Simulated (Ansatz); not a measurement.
Geometry optimisation, RKS PBE0/STO-3G in Ansatz 0.2.0.

The input (input.yaml):

```yaml
crystal:
  periodic: [false, false, false]
  atoms:
    - { symbol: F, position_ang: [-2.2011, -0.7327, -0.5673] }
    - { symbol: Si, position_ang: [-1.0442, 0.2489, -0.0915] }
    - { symbol: Si, position_ang: [0.5503, 0.3995, -1.7233] }
    - { symbol: Si, position_ang: [0.1143, -0.6539, 1.7074] }
    - { symbol: Cl, position_ang: [1.4738, 0.5972, 2.4336] }
    - { symbol: H, position_ang: [-1.6041, 1.6119, 0.2301] }
    - { symbol: H, position_ang: [0.0548, 0.9469, -2.9737] }
    - { symbol: H, position_ang: [1.2033, -0.9241, -2.0023] }
    - { symbol: H, position_ang: [1.689, 1.3126, -1.2304] }
    - { symbol: H, position_ang: [0.7367, -1.931, 1.381] }
    - { symbol: H, position_ang: [-0.9075, -0.9321, 2.8568] }
basis:
  gaussian: { orbitals: STO-3G }
hamiltonian:
  xc: pbe0
relax:
  f_tol: 0.02
  max_steps: 40
scf:
  lower_state_search: "off"
output:
  orbitals: {}
```

Run as:

```bash
$ ansatz run input.yaml --threads 1 --pin off --max-ram 2048MiB --backend cpu --events-out ev --progress --plain --runs-dir out
```

Q: Where does it end, and by what steps?

A: The forces met the threshold. The force dipped under the threshold on the way, but the program's further checks kept it going. Limits of this set-up: minimal basis. After 6 steps the energy has fallen by 0.730 eV; H10 moved furthest, 0.26 Å.

| step | energy less start (eV) | largest force component (eV/Å) | accepted |
| --- | --- | --- | --- |
| 0 | 0.0000 | 4.746 | yes |
| 1 | -0.5931 | 1.159 | yes |
| 2 | -0.7023 | 0.352 | yes |
| 3 | -0.7259 | 0.123 | yes |
| 4 | -0.7295 | 0.024 | yes |
| 5 | -0.7299 | 0.007 | yes |
| 6 | -0.7301 | 0.018 | yes |

```xyz
11
Properties=species:S:1:pos:R:3
F -2.165 -0.812 -0.602
Si -0.919 0.172 -0.123
Si 0.602 0.457 -1.768
Si -0.006 -0.694 1.775
Cl 1.553 0.569 2.430
H -1.496 1.455 0.237
H -0.018 1.032 -2.938
H 1.198 -0.802 -2.145
H 1.650 1.343 -1.323
H 0.600 -1.997 1.594
H -0.933 -0.780 2.884
```

Whether the end is a true minimum wasn't checked by a vibrational analysis.

The run took 13 s on 1 thread of Intel(R) Xeon(R) Platinum 8559C (Emerald Rapids), on a shared host, peak memory 0.15 GiB.
